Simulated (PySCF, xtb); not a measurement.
CH11NOSi3, SMILES N[SiH2]OC([SiH3])[SiH3]. One conformer was computed; it need not be the lowest.

Harmonic wavenumbers (cm⁻¹) from GFN2-xTB (xtb) at its own minimum, in rising order: 21, 55, 103, 116, 125, 128, 138, 220, 248, 264, 500, 504, 518, 526, 527, 560, 630, 682, 751, 752, 767, 769, 783, 785, 792, 805, 812, 834, 846, 923, 1087, 1090, 1267, 1534, 2223, 2246, 2251, 2254, 2260, 2261, 2269, 2280, 2858, 3485, 3518.

**Question.** What does PySCF 2.14.0 with PBE0-D3(BJ)/def2-SVP give at its own minimum? (Estimate from the structure and the level; the computed values follow.)

**Answer.** 25, 32, 100, 135, 136, 169, 207, 250, 263, 284, 415, 521, 549, 562, 572, 641, 778, 778, 807, 838, 880, 893, 899, 919, 934, 940, 944, 947, 954, 958, 1060, 1106, 1310, 1545, 2219, 2226, 2230, 2235, 2236, 2238, 2242, 2248, 2993, 3618, 3717. Paired by order, the mean absolute difference is 62 cm⁻¹ and the zero-point energies are 69.1 and 72.3 kcal/mol.
